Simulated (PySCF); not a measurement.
# Radial density of Ca+ (calcium, charge +1)

PW91, [Ar] 3d1, 2D determinant (an excited configuration). All numbers are calculated (PySCF 2.14, scalar relativity by spin-free X2C-1e, in x2c-QZVPPall with one added diffuse shell each of s, p, d, f type (12s8p5d4f, 89 functions)).

| r (bohr) | 4πr²ρ (e/bohr) | 4πr²(ρα − ρβ) |
| --- | --- | --- |
| 0.00130 | 0.1350 | 0.0000 |
| 0.00218 | 0.3525 | 0.0000 |
| 0.00367 | 0.9012 | 0.0000 |
| 0.00617 | 2.219 | -0.0001 |
| 0.0104 | 5.128 | -0.0001 |
| 0.0175 | 10.64 | -0.0003 |
| 0.0294 | 18.36 | -0.0005 |
| 0.0494 | 23.48 | -0.0008 |
| 0.0831 | 20.10 | -0.0014 |
| 0.140 | 17.53 | -0.0030 |
| 0.235 | 24.35 | 0.0044 |
| 0.395 | 16.08 | 0.0542 |
| 0.665 | 6.014 | 0.1874 |
| 1.12 | 7.694 | 0.3446 |
| 1.88 | 2.502 | 0.3306 |
| 3.16 | 0.2658 | 0.1736 |
| 5.32 | 0.03485 | 0.0346 |
| 8.95 | 0.001717 | 0.0017 |

Densities and radii are taken from the X2C orbitals without a picture-change correction, which distorts them close to the nucleus.

(1) Where is the radial spin density 4πr²(ρα − ρβ) most negative, and why is it negative at all?

Answers

(1) Around r = 0.140 bohr, down to -0.0030 e/bohr: exchange with the open shell polarises the paired shells in an unrestricted calculation.
